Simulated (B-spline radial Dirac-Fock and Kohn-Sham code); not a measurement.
Photoemission from Kr at 6620 eV, detector at θ = 60°, φ = 180°

System: the Kr atom, [Ar] 3d10 4s2 4p6. Calculated with a B-spline atomic structure program, using Dirac-Hartree-Slater photoionisation with a Latter tail; cross sections with all multipoles, angular parameters from the dipole term and its interference with E2. Thresholds are tabulated edges, those marked * orbital energies of the model. For linearly polarised light dσ/dΩ = σ/(4π) [1 + β P₂(cos θ) + (δ + γ cos²θ) sin θ cos φ], with θ from the polarisation vector and φ the angle between the beam and the projection of the electron momentum on the plane normal to the polarisation. The dipole factor is 1 + βP₂ and the non-dipole term is the rest of the bracket. Open shells are filled statistically over j.

Input of the calculation (task.json; shells as n, l, electrons):

```json
{"items": [{
  "Z": 36,
  "q": 0,
  "cfg": [[1, 0, 2], [2, 0, 2], [2, 1, 6], [3, 0, 2], [3, 1, 6], [3, 2, 10], [4, 0, 2], [4, 1, 6]],
  "A": 84,
  "rrms": 4.1884,
  "do": "xps",
  "hv": [71.2, 75.2, 137.0, 139.0, 144.0, 150, 241.0, 345.0, 356.0, 400, 456.0, 554.0, 600, 800, 856.0, 1040.0, 1080.0, 1253.6, 1486.9, 1680.0, 2800.0, 3300.0, 4500.0, 4750.0, 6000, 6620.0, 7100.0, 9750.0, 10900.0, 15000],
  "edges": {"K": 14326.0, "L1": 1921.0, "L2": 1730.9, "L3": 1678.4, "M1": 292.8, "M2": 222.2, "M3": 214.4, "M4": 95.0, "M5": 93.8}
}]}
```

Command: `python xray2_run.py task.json out`

| subshell | threshold (eV) | σ (kb) | β | γ | δ | dipole factor | non-dipole term | dσ/dΩ (kb/sr) |
| --- | --- | --- | --- | --- | --- | --- | --- | --- |
| 2s | 1921.0 | 7.11 | 2.00 | 0.38 | 0.000 | 0.750 | -0.082 | 0.378 |
| 2p1/2 | 1730.9 | 4.19 | 1.26 | 1.16 | 0.087 | 0.843 | -0.326 | 0.172 |
| 2p3/2 | 1678.4 | 7.60 | 1.28 | 1.19 | 0.086 | 0.840 | -0.333 | 0.307 |
| 3s | 292.8 | 1.17 | 2.00 | 0.59 | 0.000 | 0.750 | -0.128 | 0.0579 |
| 3p1/2 | 222.2 | 0.573 | 1.18 | 1.19 | 0.085 | 0.852 | -0.332 | 0.0237 |
| 3p3/2 | 214.4 | 1.04 | 1.20 | 1.22 | 0.084 | 0.850 | -0.337 | 0.0424 |
| 3d3/2 | 95.00 | 0.0834 | 0.61 | 1.16 | 0.309 | 0.924 | -0.519 | 0.00269 |
| 3d5/2 | 93.80 | 0.118 | 0.59 | 1.15 | 0.315 | 0.926 | -0.522 | 0.00380 |
| 4s | 26.86* | 0.143 | 2.00 | 0.62 | 0.000 | 0.750 | -0.135 | 0.00702 |
| 4p1/2 | 12.93* | 0.0492 | 1.17 | 1.20 | 0.085 | 0.853 | -0.333 | 0.00204 |
| 4p3/2 | 12.22* | 0.0877 | 1.19 | 1.22 | 0.084 | 0.851 | -0.337 | 0.00359 |
